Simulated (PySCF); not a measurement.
## input.py for Be³⁺

File input.py (PySCF 2.14):

```python
from pyscf import gto, scf

mol = gto.M(
    atom='Be 0 0 0',
    basis='def2-qzvp',
    charge=3,
    spin=1,
    verbose=3,
)
mf = scf.ROHF(mol)
mf.kernel()
mf.analyze()
print('orbital energies (hartree):', mf.mo_energy[..., max(0, mol.nelec[1]-3):mol.nelec[0]+3].round(4))
```

```bash
$ OMP_NUM_THREADS=1 python input.py
```

Output (some set-up lines and the per-cycle HOMO/LUMO lines with their warnings removed):

```
converged SCF energy = -7.99995547574303
**** MO energy ****
MO #1   energy= -7.99995547574303  occ= 1
MO #2   energy= -1.99634894833538  occ= 0
MO #3   energy= -1.89122234863711  occ= 0
MO #4   energy= -1.89122234863711  occ= 0
[32 lines left out]
 ** Mulliken atomic charges  **
charge of    0Be =      3.00000

WARN: System has nonzero charge 3; the dipole moment is origin-dependent.
Location of origin: [0. 0. 0.]

Dipole moment(X, Y, Z, Debye):  0.00000, -0.00000, -0.00000
orbital energies (hartree): [-8.     -1.9963 -1.8912 -1.8912]
```

In short: E(SCF) = -7.999955 Eh.

It ran on Intel Xeon Platinum 8559C (1 thread, shared host) in 0.47 s.

No search for the lowest solution was made.
